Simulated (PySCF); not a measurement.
Input of a driver script around PySCF for `C=C[SiH2]N`, coordinates in Å (PBE0-D3(BJ)/def2-SVP geometry):
```
{"job": {"kind": "eom", "basis": "aug-cc-pVDZ", "nee": 0}, "charge": 0, "multiplicity": 1}
C     -2.035593     0.086315    -0.289767
C     -0.917663     0.213161     0.434816
Si     0.696066    -0.603051    -0.032355
N      1.941159     0.599322    -0.122895
H     -2.978743     0.565609    -0.002618
H     -2.058273    -0.508810    -1.210560
H     -0.953903     0.827169     1.344859
H      1.151144    -1.578932     1.006246
H      0.417580    -1.374488    -1.293917
H      2.912011     0.309713    -0.080845
H      1.830863     1.375421    -0.766829
```

Problem. What does the run print?

Solution. 
```
E(HF) = -423.2122095075
E(MP2) = -423.7807732078
E(CCSD) = -423.8316751540
T1 diagnostic = 0.0113

EOM-IP-CCSD (eV)   Koopmans (eV)
   9.6423      10.8135
  10.3279      10.2677
  11.2261      12.2313
  12.1664      12.9825
  13.5693      14.6951
  13.9287      15.2912
  15.4889      16.9686
  16.6038      17.7614
```

Theory: CCSD and EOM-CCSD/aug-cc-pVDZ in PySCF, restricted Hartree–Fock reference, frozen core, non-relativistic, gas phase, PBE0-D3(BJ)/def2-SVP geometry. Each EOM-IP line stands beside −ε of the orbital with the largest one-hole amplitude.

Problem. What correlation energies follow, and how does the T1 diagnostic stand?

Solution. MP2 -0.56856 Eh, CCSD -0.61947 Eh; CCSD lies 50.9 mEh below MP2. T1 = 0.0113, below the customary warning level of 0.02.

Problem. Which orbital leads each EOM-IP root, and how large is the one-hole share of its vector?

Solution. 9.64 eV: HOMO-1, one-hole share 0.95; 10.33 eV: HOMO, one-hole share 0.96; 11.23 eV: HOMO-2, one-hole share 0.95; 12.17 eV: HOMO-3, one-hole share 0.94; 13.57 eV: HOMO-4, one-hole share 0.94; 13.93 eV: HOMO-5, one-hole share 0.95; 15.49 eV: HOMO-6, one-hole share 0.93; 16.60 eV: HOMO-7, one-hole share 0.95.

Conformer computed: `[CH2:1]=[CH:2][SiH2:3][NH2:4]`: C1–C2–Si3–N4 125°, H–N4–Si3–C2 161°, H–N4–Si3–C2 -58°.
